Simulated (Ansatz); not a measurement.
System: sum formula SiHCl2, net charge -1, singlet state. It need not be the lowest isomer of its formula. Whether it binds its extra electron was not tested at this geometry. 
Structure (B3LYP-D3(BJ)/def2-TZVP (Ansatz, a quantum-chemistry and plane-wave program) minimum search):
```xyz
4

Si    -0.0476    -0.9590     0.2798
Cl     1.7390     0.3659    -0.0356
Cl    -1.6980     0.5100    -0.1261
H     -0.0305    -1.4636    -1.1697
```
Charge -1, spin multiplicity 1.

Basis-set convergence of Hartree-Fock and CCSD(T) correlation energies (hartree) with Ansatz. Correlated levels leave the core frozen unless marked. No spin-orbit coupling. No relativistic terms.

| basis | functions | E(HF) | E(corr, CCSD(T)) | rough core time |
|---|---|---|---|---|
| aug-cc-pV(D+d)Z | 105 | -1208.65077 | -0.46447 | under 20 s |
| aug-cc-pV(T+d)Z | 188 | ___ | ___ | 30 s |

**Question.** Some entries are withheld; supply them.

**Answer.** 
- aug-cc-pV(T+d)Z, E(HF): -1208.68586
- aug-cc-pV(T+d)Z, E(corr, CCSD(T)): -0.58769
